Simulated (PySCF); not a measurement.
# How methods differ on the interval between two levels of Mo

Mo [Kr] 4d5 5s1 [7S3, M_J = 3] → Mo [Kr] 4d4 5s1 5p1 [7F6, M_J = 6], as a difference of total energies. Calculation: PySCF 2.14, in x2c-SVPall-2c with one added diffuse shell each of s, p, d type (7s9p7d1f, 76 functions); the two-component X2C-1e Hamiltonian. Correlated levels: [Ar] 3d10 frozen; the 6 highest virtual spinors dropped. "Screened" scales the spin-orbit matrix elements by Boettger's factors to mimic the two-electron term; Breit and QED terms are absent.

```csv
method,interval between two levels (cm⁻¹)
GHF (spin-free),24167
GMP2 (spin-free),28251
GHF (screened spin-orbit),25247
GMP2 (screened spin-orbit),29381
```

The labels give the starting determinants; with spin-orbit coupling the two ends relaxed to ⟨J²⟩ = 12.00, ⟨L²⟩ = 0.01, ⟨S²⟩ = 12.00 and ⟨J²⟩ = 42.02, ⟨L²⟩ = 12.05, ⟨S²⟩ = 11.99.
